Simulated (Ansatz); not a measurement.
**Worked example: C4H8Cl2 + C3H8Mg → C4H9Cl + C3H7ClMg**

Species: C4H8Cl2 (1,4-dichlorobutane) `ClCCCCCl`, singlet; C3H8Mg `C[CH](C)[MgH]`, singlet; C4H9Cl (1-chlorobutane) `CCCCCl`, singlet; C3H7ClMg `C[CH](C)[Mg][Cl]`, singlet. The partners trade Cl for H: C–Cl and Mg–H bonds give way to C–H and Mg–Cl.

Shapes, held fixed at every level: PBE0-D4/def2-TZVP. Flexible molecules stand in one conformer, not always the lowest. Programs: Ansatz 0.2.0. The zero-point and thermal change to 298 K, harmonic and unscaled (PBE0-D4/def2-TZVP), is +13.3 kJ/mol.

At CCSD(T)/def2-TZVPP; 1 Eh = 2625.50 kJ/mol:

```
 species   energy (Eh)
 C4H8Cl2  -1076.414066
  C3H8Mg   -318.689967
  C4H9Cl   -617.284943
C3H7ClMg   -777.919571
```

Problem. Work out ΔH(298 K) of the reaction at this level.

Solution. 
1. Products less reactants: (-617.284943) + (-777.919571) − [(-1076.414066) + (-318.689967)] = -0.100481 Eh = -263.8 kJ/mol.
2. With the thermal change: -263.8 + (+13.3) = -250.5 kJ/mol.

Other levels give -272.0 (MP2/def2-SVP) to -240.2 kJ/mol (PBE-D4/def2-TZVPP). No measured value is set beside it here. Correlated rows may include outer-core shells of Mg, which these sets cover unevenly.
